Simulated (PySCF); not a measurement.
CdCl2, SMILES [Cl][Cd][Cl]. Geometry optimised at PBE-D3(BJ)/def2-TZVP. The isomer is the one that the SMILES or the coordinates give; other isomers of the formula were not compared. The def2 effective core potentials stand for the cores of Cd; spin–orbit coupling is left out.

### Question
Give the equilibrium geometry at PBE-D3(BJ)/def2-TZVP (PySCF confirms it by a frequency run) as bond lengths and angles, and its point group. (The exact figures need the calculation; the answer reports its results.)

### Answer
point group D∞h.
Atoms: Cd1 Cl2 Cl3. Bond lengths (Å): Cd1–Cl2 2.277, Cd1–Cl3 2.277. Bond angles (°): Cl2–Cd1–Cl3 180.0.
Charge 0, spin multiplicity 1.
